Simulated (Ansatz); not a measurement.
Input for Ansatz (an electronic-structure program):
Ansatz 0.2 input:
```yaml
crystal:
  periodic: [false, false, false]
  atoms:
    - {symbol: Si, position_ang: [-0.97872011, -0.33820566, 0.07300160]}
    - {symbol: P, position_ang: [1.08651768, 0.46699887, -0.09994921]}
    - {symbol: H, position_ang: [-1.19912428, -0.90647755, 1.40533045]}
    - {symbol: H, position_ang: [-1.89321088, 0.77756588, -0.15450586]}
    - {symbol: H, position_ang: [-1.20661833, -1.38753052, -0.92378867]}
    - {symbol: H, position_ang: [1.70326986, -0.75366158, 0.15017985]}
basis:
  gaussian:
    orbitals: def2-SVP
magnetization: {spin_polarized: true, initial_magnetization: 1}
correlation: {method: ccsd_t, electrons: outside_noble_gas}
accuracy: high
```

Question: What does this run give for the SCF-reference <S^2>, number of basis functions, coupled-cluster correlation energy (without the perturbative part), MP2 correlation energy, total energy?

Answer: 
| Property | Value |
|---|---|
| SCF-reference <S^2> | 0.762 |
| number of basis functions | 56 |
| coupled-cluster correlation energy (without the perturbative part) | -0.2468 Eh |
| MP2 correlation energy | -0.2026 Eh |
| total energy | -632.0277 Eh |
